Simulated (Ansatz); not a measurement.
Basis-set extrapolation for `c1ccc2c(c1)CCO2` (PBE0-D4/def2-TZVP geometry, frozen core, the Gaussian-basis code of Ansatz). Multiplicity 1, RHF reference.

```tsv
	def2-TZVPP	def2-QZVPP
HF	-382.600746	-382.616937
MP2 correlation	-1.501465	-1.600180
CCSD(T) correlation	-1.610133	not run
```

Energies in hartree. Use E(X) = E(∞) + A·exp(−7.88·√X) for Hartree–Fock and E(X) = E(∞) + B·X^(−2.97) for correlation, with X = 3 and 4, and add CCSD(T) minus MP2 of the smaller set to the MP2 limit.

What is the CCSD(T) energy at the basis-set limit?

HF limit: -382.616937 + (-0.016191) × 0.13774 = -382.61917. MP2 limit: -1.600180 + (-0.098715) × 0.74074 = -1.67330. Higher-order term: -1.610133 − (-1.501465) = -0.10867. Total: -384.40114 hartree, 499.5 kJ/mol below CCSD(T)/def2-TZVPP.
